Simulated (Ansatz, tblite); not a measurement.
Removing and adding an electron: Si₂₁SbH₂₈, a doped nanocrystal cut from the lattice of silicon (Sb on an inner site). The state is a doublet with charge 0. Geometry: PBE-D4/def2-SVP. Ansatz, gas phase; energy differences of separate SCF runs; the oxidised species is a singlet (the triplet lies 1.24 eV higher at PBE0-D4/def2-SVP); the reduced species is a singlet (the triplet lies 0.82 eV higher at PBE0-D4/def2-SVP).

Cartesian coordinates in Å:
```
Si -3.582 -1.802 -1.483
Si -4.478 2.463 1.895
Si -1.045 -1.676 -4.368
Si -0.420 -3.985 -1.342
Si -0.655 -0.977 1.044
Si 2.434 -3.211 1.109
Si 1.808 -0.899 -1.891
Si 2.210 -0.196 3.468
Si -1.291 1.354 -1.979
Si -1.512 4.447 0.337
Si 1.561 2.102 0.466
Si -0.895 2.026 3.442
Si 4.693 -0.153 0.538
Si -2.055 -3.058 -2.755
Sb -2.666 0.203 -0.099
Si -2.391 3.447 2.289
Si 0.153 0.030 -3.279
Si 0.784 -2.269 -0.282
Si 0.546 0.744 2.094
Si 3.670 -1.510 2.169
Si 3.037 0.807 -0.832
Si -0.077 3.066 -0.921
H -4.640 -1.220 -2.389
H -4.276 -2.699 -0.487
H -4.680 1.078 2.454
H -4.993 2.550 0.480
H -2.107 -1.076 -5.257
H -0.112 -2.493 -5.228
H -1.076 -4.856 -0.299
H 0.529 -4.841 -2.145
H -1.253 -1.861 2.115
H 1.770 -4.090 2.141
H 3.349 -4.073 0.274
H 2.738 -1.757 -2.720
H 1.556 -1.046 4.530
H 2.977 0.909 4.153
H -2.324 1.985 -2.885
H -2.666 4.897 -0.529
H -0.738 5.678 0.744
H 2.334 3.194 1.172
H -1.690 1.092 4.325
H -0.036 2.884 4.342
H 5.634 -0.983 -0.301
H 5.495 0.934 1.211
H -2.819 -4.164 -3.449
H -2.630 4.603 3.239
H 0.812 0.934 -4.298
H 4.734 -2.124 3.051
H 3.671 1.684 -1.888
H 0.611 3.906 -1.974
```

In the def2 sets Sb takes a core potential; there is no spin–orbit coupling. The xTB rows come from tblite. Single mean-field runs in def2-SVP are fitted with def2-universal-jkfit.

Task: Estimate orbital energies and vertical ionisation energies and electron affinities at: GFN1-xTB; GFN2-xTB; LDA (SPW92)/def2-SVP; PBE-D4/def2-SVP; PBE0-D4/def2-SVP.

Result: 
| level | −HOMO (eV) | vertical IE (eV) | −LUMO (eV) | vertical EA (eV) | HOMO–LUMO gap (eV) | IE − EA (eV) |
| --- | --- | --- | --- | --- | --- | --- |
| GFN1-xTB | – | 11.08 | – | – | – | – |
| GFN2-xTB | – | 9.24 | – | 5.53 | – | 3.71 |
| LDA (SPW92)/def2-SVP | 4.47 | 6.26 | 3.67 | 2.00 | 0.80 | 4.26 |
| PBE-D4/def2-SVP | 4.52 | 6.35 | 3.35 | 1.88 | 1.17 | 4.46 |
| PBE0-D4/def2-SVP | 5.42 | 6.61 | 2.57 | 1.68 | 2.85 | 4.93 |

Relaxing the oxidised species (PBE-D4/def2-SVP) changes its energy by -1.79 eV at PBE-D4/def2-SVP, so the adiabatic ionisation energy to this nearest minimum is 4.56 eV. On the way Si2–Sb15 forms. At PBE0-D4/def2-SVP it is 4.53 eV.     HOMO and LUMO are the levels of the spin that leaves or enters (xTB has no such levels and no spin-polarisation term). Other spin states of the ions may lie lower, which would lower the ionisation energy or raise the affinity. Raw xTB energy differences between charge states are shifted by several eV; the methods need an empirical correction for them. Sets without diffuse functions give affinities that are too small.
